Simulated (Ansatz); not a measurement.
`CC[SiH2]CS` + H₂ → `[SiH3]CS` + ethane  (hydrogenolysis of the Si–C bond)

Isolated molecules relaxed with PBE0-D4/def2-TZVP in Ansatz; ΔE leaves out vibrations. CCSD(T)/CBS adds triple-zeta CCSD(T) − MP2 to the extrapolated MP2 energy (def2 sets, frozen cores). This one scheme is used for every species. DFT in def2-TZVPP. B3LYP here is the variant with VWN-RPA as its local correlation; programs differ in this. Each species was taken in one conformer, which may not be the lowest.

Is it downhill or uphill in electronic energy at CCSD(T)/CBS, and by how much? (Best estimate.)

Ansatz gave: Downhill: ΔE = -25.3 kJ/mol.

What do these levels give: r2SCAN-D4, PBE, PBE0, B3LYP, SCS-MP2/def2-TZVPP, MP2/def2-QZVPP? (An estimate is asked.)

The calculation gave: r2SCAN-D4 -25.3, PBE -34.4, PBE0 -36.6, B3LYP -45.2, SCS-MP2/def2-TZVPP -29.9, MP2/def2-QZVPP -19.9 kJ/mol.

Largest T1 diagnostic among the species: 0.011.

In def2-TZVPP, CCSD(T) changes the Hartree–Fock value by +31.2 kJ/mol (the triples alone add +5.7 kJ/mol) and MP2 by +37.8 kJ/mol. The D4 term adds +16.6 kJ/mol with B3LYP and +9.6 kJ/mol with PBE0; it sums over pairs of atoms, weighted by their polarisabilities, and B3LYP, whose exchange is more repulsive, gets the larger term.
